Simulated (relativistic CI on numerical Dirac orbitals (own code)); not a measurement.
# Radial parameters of Pd³⁴⁺

These numbers are calculated, not measured: Dirac-Coulomb-Breit CI, orbitals from a KLI potential per configuration, a model potential for QED, unscaled Slater integrals (own radial code, finite nucleus).

Slater integrals F^k, G^k are unscaled and averaged over j, outside the closed core [Ne]; ζ comes from projecting the Hamiltonian with its Breit term on Σ l·s of the shell.

- 3s3p: G^1(3s,3p) = 390060, ζ(3p) = 215420 cm⁻¹; <r>(3s) = 0.3295, <r^2>(3s) = 0.1235, <r>(3p) = 0.3186, <r^2>(3p) = 0.1171 (bohr units).
- 3p²: F^2(3p,3p) = 310120, ζ(3p) = 215320 cm⁻¹; <r>(3p) = 0.319, <r^2>(3p) = 0.1173 (bohr units).
- 3s3d: G^2(3s,3d) = 241410, ζ(3d) = 27351 cm⁻¹; <r>(3s) = 0.3298, <r^2>(3s) = 0.1237, <r>(3d) = 0.281, <r^2>(3d) = 0.09098 (bohr units).

Averages of the first 10 configurations, taken without configuration mixing, which lowers the lowest level and can move excited configurations by several eV; other configurations of the list can lie among them:

| Configuration | Parity | States | Average energy above the lowest level (eV) |
| --- | --- | --- | --- |
| 3s² | even | 1 | 3.6 |
| 3s3p | odd | 12 | 103.9 |
| 3p² | even | 15 | 217.5 |
| 3s3d | even | 20 | 235.2 |
| 3d² | even | 45 | 474.0 |
| 3p3d | odd | 60 | 343.2 |
| 3p4s | odd | 12 | 1113.7 |
| 3d4s | even | 20 | 1237.7 |
| 3s4s | even | 4 | 1005.0 |
| 3s4p | odd | 12 | 1050.6 |
